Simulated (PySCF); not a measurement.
# Electronic absorption of C5H4F2

Species: C₅H₄F₂.
SMILES: `FC1=CCC=C1F`

Level of theory: TDDFT PBE0/def2-SVPD, vertical, gas phase, core orbitals frozen in the response in PySCF. Geometry: GFN2-xTB; no solvent, vibrations or thermal averaging.

List the vertical singlet excitations with oscillator strengths and describe the spectrum.

```
state  E (eV)  E (hartree)       f  |μ| (D)  symmetry  main configurations (H = HOMO, L = LUMO)
   S1    5.30       0.1946   0.096     2.18  B1 or B2                                 H→L (98%)
   S2    6.25       0.2297  0.0000     0.00         –                               H→L+1 (93%)
   S3    6.50       0.2388  0.0000     0.01         –                               H→L+2 (94%)
   S4    6.73       0.2472   0.052     1.42        A1                  H-1→L (74%), H→L+4 (25%)
   S5    7.18       0.2638   0.033     1.10  B1 or B2                               H→L+3 (98%)
   S6    7.68       0.2821  0.0031     0.32  B1 or B2                               H-2→L (98%)
   S7    7.85       0.2884  0.0000     0.00         –                               H→L+5 (98%)
   S8    7.98       0.2932   0.018     0.77  B1 or B2                H-1→L+1 (69%), H→L+6 (25%)
```

Triplets (Tamm–Dancoff): T1 3.16 eV, H→L (96%); T2 5.01 eV, H-1→L (74%), H→L+4 (23%); T3 6.07 eV, H→L+1 (89%).

The lowest singlet comes at 234 nm (511 kJ/mol) in the ultraviolet; it is of moderate strength; its leading configuration is HOMO→LUMO (98%). The lowest level is also the most intense of those listed (f = 0.096). Löwdin shares by element: HOMO carbon 80% or more (atoms not listed hold the other 20%); LUMO carbon 72% or more (atoms not listed hold the other 28%). Of the 8 states listed, 4 reach f = 0.01 and 3 stay under 0.0005. The listed states span 2.68 eV, and the widest gap between neighbours is 0.95 eV (S1 to S2). The oscillator strengths of these states sum to 0.201; summed over the whole spectrum of an exact calculation they would give the number of electrons, 52 (Thomas–Reiche–Kuhn). No computed singlet lies in the visible range (380 to 750 nm); the lowest, at 234 nm, stands 2.03 eV above its violet end (3.26 eV); a Tamm–Dancoff triplet lies at 392 nm, without intensity as long as spin–orbit coupling is left out. Symmetry labels in C2v follow from the direction of the transition dipole and are given only for states with f of 0.002 or more; B1 and B2 swap with the choice of axes. Singlets were solved by full linear response, triplets in the Tamm–Dancoff approximation.

Hardware: one thread, Arm Neoverse N1 (aarch64), shared host with 64 logical CPUs at a one-minute load of 61. Cost: 40 s wall, 0.66 GiB resident at most.
